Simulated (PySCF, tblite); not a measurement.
Isomers of C4H6Cl4OSi, one GFN2-xTB conformer each. Single-point energies are computed at PBE0/pcSseg-1 (PySCF, gas phase, no added dispersion term), electronic only.

Question: Rank them by PBE0/pcSseg-1 energy, lowest first (kcal/mol).
A. `[CH3:1][C:2](=[O:3])[C@H:4]([CH2:5][Cl:6])[Si:7]([Cl:8])([Cl:9])[Cl:10]` with C1–C2–C4–C5 -133°, C2–C4–C5–Cl6 69°
B. `[O:1]=[C:2]([CH2:3][C:4]([Cl:5])([Cl:6])[Cl:7])[SiH2:8][CH2:9][Cl:10]` with O1–C2–C3–C4 -1°, O1–C2–Si8–C9 98°, C2–Si8–C9–Cl10 65°

Answer: A (0.0), B (124.1).

GFN2-xTB itself gives, in the same order: 0.0, 95.4. Both levels put the same isomer lowest.

Which frontier levels, dipoles and rotational constants go with these structures?

| SMILES | HOMO (eV, PBE0/pcSseg-1) | LUMO (eV) | dipole (D) | A, B, C (MHz) |
| --- | --- | --- | --- | --- |
| CC(=O)[C@H](CCl)[Si](Cl)(Cl)Cl | -7.80 | -1.22 | 2.20 | 782.9, 458.6, 398.6 |
| O=C(CC(Cl)(Cl)Cl)[SiH2]CCl | -7.33 | -1.71 | 3.88 | 939.4, 368.5, 320.9 |

What happens when harmonic zero-point energies from GFN2-xTB frequencies are added?

| SMILES | ZPE (kcal/mol) | electronic (kcal/mol) | with ZPE (kcal/mol) |
| --- | --- | --- | --- |
| CC(=O)[C@H](CCl)[Si](Cl)(Cl)Cl | 60.8 | 0.0 | 0.0 |
| O=C(CC(Cl)(Cl)Cl)[SiH2]CCl | 55.4 | 124.1 | 118.8 |

The zero-point energies span 5.4 kcal/mol. The order is unchanged.
